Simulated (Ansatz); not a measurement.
Consider the formal hydrolysis of the Si–I bond: `F[Si](Cl)(Cl)I` + H₂O → `O[Si](F)(Cl)Cl` + HI.

Calculated with Ansatz (gas phase, PBE0-D4/def2-TZVP geometries, no zero-point term in ΔE). CCSD(T)/CBS is the MP2 limit (def2-TZVPP, def2-QZVPP) plus CCSD(T) − MP2 in def2-TZVPP, frozen cores. This one scheme is used for every species. Functionals use def2-TZVPP. def2 core potentials past Kr. For I outer-core shells are correlated without core-valence functions, which leaves a few kJ/mol of doubt a bond. One conformer a species, not always the lowest.

```tsv
level	ΔE (kJ/mol)	difference from CCSD(T)/CBS
revPBE-D4	-24.0	8.6
BLYP-D4	-35.5	-2.9
r2SCAN-D4	-40.0	-7.4
r2SCAN0-D4	-40.5	-7.9
CAM-B3LYP-D4	-49.3	-16.7
ωB97X-V	-41.7	-9.1
B2PLYP	-44.6	-12.0
PBE	-30.1	2.5
r2SCAN0	-41.8	-9.2
BHLYP	-53.6	-21.0
LC-ωPBE	-42.5	-9.9
CCSD/def2-SVP	-51.8	-19.2
MP2/def2-TZVPP	-34.3	-1.7
CCSD/def2-TZVPP	-49.3	-16.7
HF/CBS(def2)	-62.1	-29.5
MP2/CBS(def2)	-21.5	11.1
CCSD(T)/CBS	-32.6	0
```

Largest T1 diagnostic among the species: 0.010.

At CCSD(T), def2-SVP lies −17.0 kJ/mol from the extrapolated value and def2-TZVPP −12.8 kJ/mol. From PBE to PBE0 (25 % exact exchange), in def2-TZVPP and without D4, ΔE moves by −4.0 kJ/mol.
